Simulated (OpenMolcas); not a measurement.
**Nb4+: moving or changing the point charges**

Nb4+ among 6 point charges of -1.7 e arranged as a tetragonal octahedron (D4h), 1.94 Å from the ion, with the axial distance 2.328 Å.

```yaml
Program: OpenMolcas
Method: CASSCF
Basis: ANO-RCC-VDZP [6s5p3d1f]
Scalar_Hamiltonian: DKH2, point nucleus
Active_space: 1 electron in 5 orbitals (4d)
State_averaging: 2S+1 = 2 even, 5 roots
Spin-orbit_coupling: state interaction with AMFI integrals over the reference wave functions
```

Runs around this geometry, states (labels of D4, the rotations of D4h). Energies in cm-1 above the lowest state or level, χT in cm3 K/mol.

```
R (Å)  q (e)  Axial / equatorial distance  Ground state  First state of that spin  First gap with spin-orbit (degeneracies)  χT at 300 K
 1.94  -1.36                          1.2            2E                  2B2 4267                              744.6 (2, 2)        0.139
 1.94   -1.7                          1.2            2E                  2B2 5380                              729.5 (2, 2)        0.140
 2.14   -1.7                          1.2            2E                  2A1 3765                              797.9 (2, 2)        0.143
 1.94   -1.7                          1.3            2E                  2A1 3997                              800.7 (2, 2)        0.141
```

Scaling the charges by -1.36 / -1.7 = 0.80 scales the first state of the same spin by 4267 / 5380 = 0.79; with fixed orbitals a first-order splitting would follow the charge.

An orbital doublet at a regular site is open to a Jahn-Teller distortion, which this geometry leaves out. This is an electrostatic model: the charges have no orbitals. No measured value stands beside these numbers.
